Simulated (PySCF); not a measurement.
These compounds are isomers of formula C$_{5}$H$_{8}$ClF$_{3}$Si.

A. `FC(F)(F)[C@@H](Cl)[C@H]1CC[SiH2]1`
B. `FC(F)(F)CC1(Cl)C[SiH2]C1`
C. `C/C=C(/CCl)[SiH2]C(F)(F)F`

Spectrum 1. ¹³C{¹H} NMR (computed): δ 134.4 (C), 70.9 (C), 54.4 (CH2), 31.4 (CH2).

Spectrum 2. ¹³C{¹H} NMR (computed): δ 134.6 (C), 70.0 (CH), 31.1 (CH), 26.7 (CH2), 9.9 (CH2).

Spectrum 3. ¹³C{¹H} NMR (computed): δ 156.4 (CH), 140.2 (C), 135.4 (C), 57.8 (CH2), 23.6 (CH3).

[PySCF 2.14: NMR shieldings at PBE0/pcSseg-1/GIAO; coordinates at the GFN2-xTB level; rapidly exchanging positions averaged; no relativistic terms; isolated molecule; one conformer]

Scale: ¹³C against TMS (reference shieldings calculated alike). Splittings of carbon signals by F and P are missing where no couplings were computed. Shifts are as computed. Against solution values, carbons near 30 ppm lie about +3 ppm off and those near 130 ppm about +5 ppm; carbons on Cl a further +6 ppm. Of 1309 compounds with measured shifts, 239 miss one by over three times the rms of a fit or turn the order of signals round; such compounds aren't used in these exercises. Carbons bonded to Cl come out too deshielded.

**Question.** Which spectrum belongs to which compound?

**Answer.** 1–B, 2–A, 3–C.

- Spectrum 1 (B): 4 ¹³C signals; δC 134.4 is a CF3 carbon; δC 70.9 is a fully substituted sp3 carbon bonded to Cl.
- Spectrum 2 (A): 5 ¹³C signals; δC 134.6 is a CF3 carbon; δC 70.0 is an sp3 CH bonded to Cl.
- Spectrum 3 (C): 5 ¹³C signals; δC 156.4 is an alkene CH; δC 140.2 is a CF3 carbon.
